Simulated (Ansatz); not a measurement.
Relaxation of FGeH₃OS (7 atoms, charge 0, multiplicity 1), to a largest force component of 0.02 eV/Å in at most 50 steps.

The calculation used RKS PBE0/def2-SVP (Ansatz).

```xyz
7
Properties=species:S:1:pos:R:3:forces:R:3
O -1.476 0.090 0.546 -1.32 2.73 -1.63
Ge 0.212 -0.279 0.499 1.67 0.12 -0.12
F 0.467 -1.700 1.471 -0.14 0.43 -0.37
S 0.913 -0.675 -1.596 -0.47 0.97 -0.11
H -1.593 0.956 -0.022 0.06 -2.57 1.73
H 1.039 0.928 1.059 -0.21 -0.48 0.07
H 0.500 0.611 -2.003 0.40 -1.19 0.43
```

Question: Where does it end, and by what steps?

Answer: The forces met the threshold. After 21 steps the energy has fallen by 0.464 eV; H5 moved furthest, 0.87 Å.

| step | energy less start (eV) | largest force component (eV/Å) | accepted |
| --- | --- | --- | --- |
| 0 | 0.0000 | 2.725 | yes |
| 1 | -0.2079 | 1.258 | yes |
| 2 | -0.2726 | 0.428 | yes |
| 3 | -0.2846 | 0.392 | yes |
| 4 | -0.2911 | 0.080 | yes |
| 5 | -0.2961 | 0.176 | yes |
| 6 | -0.2983 | 0.056 | yes |
| 7 | -0.3260 | 0.210 | yes |
| 8 | -0.1703 | 2.355 | no |
| 9 | -0.3482 | 0.193 | yes |
| 10 | -0.3627 | 0.482 | yes |
| 11 | -0.3965 | 0.288 | yes |
| 12 | -0.4144 | 0.198 | yes |
| 13 | -0.4246 | 0.186 | yes |
| 14 | -0.4477 | 0.306 | yes |
| 15 | -0.3419 | 1.701 | no |
| 16 | -0.4571 | 0.075 | yes |
| 17 | -0.4592 | 0.287 | yes |
| 18 | -0.4615 | 0.175 | yes |
| 19 | -0.4634 | 0.034 | yes |
| 20 | -0.4634 | 0.034 | no |
| 21 | -0.4635 | 0.010 | yes |

```xyz
7
Properties=species:S:1:pos:R:3
O -1.291 0.678 0.586
Ge 0.283 -0.093 0.453
F 0.215 -1.621 1.274
S 0.781 -0.669 -1.621
H -1.988 0.195 0.126
H 1.268 0.824 1.173
H 0.793 0.618 -2.037
```

Whether the end is a true minimum wasn't checked by a vibrational analysis.

Time of the run: 46 s on 2 threads of Arm Neoverse V2, on a shared host, peak memory 0.2 GiB.
